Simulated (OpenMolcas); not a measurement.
# Gd2+: moving or changing the point charges

Gd2+ among 6 point charges of -1.5 e arranged as an octahedron (Oh), 2.34 Å from the ion.

* Program: OpenMolcas
* Method: CASSCF
* Basis: ANO-RCC-VTZP [8s7p5d3f2g1h]
* Scalar Hamiltonian: DKH2, point nucleus
* Active space: 8 electrons in 7 orbitals (4f)
* State averaging: 2S+1 = 7 even, 7 roots; 2S+1 = 5 even, 77 roots kept (CI in the orbitals of an earlier block); 2S+1 = 3 even, 26 roots kept (CI in the orbitals of an earlier block)
* Spin-orbit coupling: state interaction with AMFI integrals over the reference wave functions

Runs around this geometry, states (labels of O, the rotations of Oh). Energies in cm-1 above the lowest state or level, χT in cm3 K/mol.

```json
{"R (Å)": "2.34", "Ground state": "7A2", "First state of that spin": "7T2 674.2", "First gap with spin-orbit (degeneracies)": "37.7 (1, 3)", "Width of lowest J": "461", "χT at 300 K": "11.446"}
{"R (Å)": "2.46", "Ground state": "7A2", "First state of that spin": "7T2 545.2", "First gap with spin-orbit (degeneracies)": "38.1 (1, 3)", "Width of lowest J": "456", "χT at 300 K": "11.480"}
{"R (Å)": "2.78", "Ground state": "7A2", "First state of that spin": "7T2 312.0", "First gap with spin-orbit (degeneracies)": "26.2 (1, 3)", "Width of lowest J": "263", "χT at 300 K": "11.693"}
```

Taking the width of the lowest J multiplet as R^-n, n = -ln(263 / 461) / ln(2.78 / 2.34) = 3.3 between the shortest and longest distance.

High states are left out of the spin-orbit mixing, which shifts the levels that they would mix with. The free ion's ground configuration, as NIST lists it, lies outside this active space, so the lowest level here need not be the ground level. Point charges carry no covalency, so the field is a model and not that of real ligands. No measured value stands beside these numbers.
